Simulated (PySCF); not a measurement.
## B (boron, neutral): BHandHLYP calculation

Configuration: [He] 2s1 2p1 3s1, high-spin 4P determinant (an excited configuration). Calculation: PySCF 2.14, in aug-cc-pwCVDZ; no relativity, point nucleus.

- Total energy: -24.3010 hartree
- One-electron energy: -31.1031 hartree
- Hartree (Coulomb) energy: 10.5672 hartree
- Exchange-correlation energy: -3.7650 hartree
- Kinetic energy: 24.24894 hartree
- ⟨S²⟩: 3.7500
- ⟨L²⟩: 2.012
- Sum of ⟨r⟩: 9.843 bohr
- Sum of ⟨r²⟩: 42.71 bohr²
- Traceless quadrupole moment −½Σ⟨3z² − r²⟩ along its main axis: -1.19 e·bohr²
- Density at the nucleus (Gaussians lack the cusp): 68.0 bohr⁻³
- Spin density at the nucleus: 2.18 bohr⁻³
- Langevin diamagnetic susceptibility: -33.8 ×10⁻⁶ cm³/mol

```
shell  electrons  mean orbital energy (hartree)  rms radius, mean of both spins (bohr)
 1s α          1                       -7.47883                                  0.381
 1s β          1                       -7.42595                                  0.381
 2s α          1                       -0.67344                                   1.92
 2p α          1                       -0.45032                                   2.03
 3s α          1                       -0.08597                                   5.88
```

The outer electron is Rydberg-like, and this basis confines it to a smaller radius and binds it less than a complete one would.
